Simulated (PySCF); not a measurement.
How methods differ on the ionisation energy of Pd

Pd [Kr] 4d10 (1S) → Pd⁺ [Kr] 4d9 (2D), as a difference of total energies. Calculation: PySCF 2.14, in x2c-SVPall; the spin-free X2C one-electron Hamiltonian (Gaussian nucleus). Correlated levels: valence: [Kr] frozen. The calculations carry no spin-orbit coupling.

```
           method  ionisation energy (eV)
              UHF                   6.333
             PBE0                   8.496
           r2SCAN                   8.549
    MP2 (valence)                   8.126
SCS-MP2 (valence)                   7.929
```

How much does correlation contribute at MP2 (valence)?

8.126 − (6.333) = 1.793 eV, measured against UHF.

Errors of the correlated levels include the incompleteness of this basis and the frozen core.

For comparison: 8.512 eV (measured; NIST levels, between the centres of gravity of the two terms).
